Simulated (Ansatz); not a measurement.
Mulliken charges of CH4BFZn (`[CH3][Zn][BH]F`) from PBE/def2-TZVPP in Ansatz (PBE0-D4/def2-TZVP geometry).

```csv
atom,x (Å),y (Å),z (Å),charge (e)
C1,-0.891,1.306,-0.819,-0.435
Zn2,0.089,-0.132,0.063,0.076
B3,1.131,-1.702,0.995,0.293
F4,2.022,-1.439,1.946,-0.186
H5,-1.881,0.971,-1.142,0.095
H6,-1.030,2.159,-0.150,0.095
H7,-0.357,1.663,-1.705,0.095
H8,1.009,-2.882,0.757,-0.034
```

Question: By hand: the dipole of these point charges (1 e Å = 4.8032 D).

Answer: Σ q r = (0.005, -0.256, -0.020) e Å, of length 0.257 e Å = 1.23 D.

Question: How does the dipole of the full density compare? (Estimate.)

Answer: Computed: (-0.090, 0.003, -0.094) e Å, 0.63 D; the point charges give 1.95 times that, at 89° from its direction.

Point charges leave out the atoms' own dipoles, such as those of lone pairs, and Mulliken's split depends on the basis, so the two needn't agree.
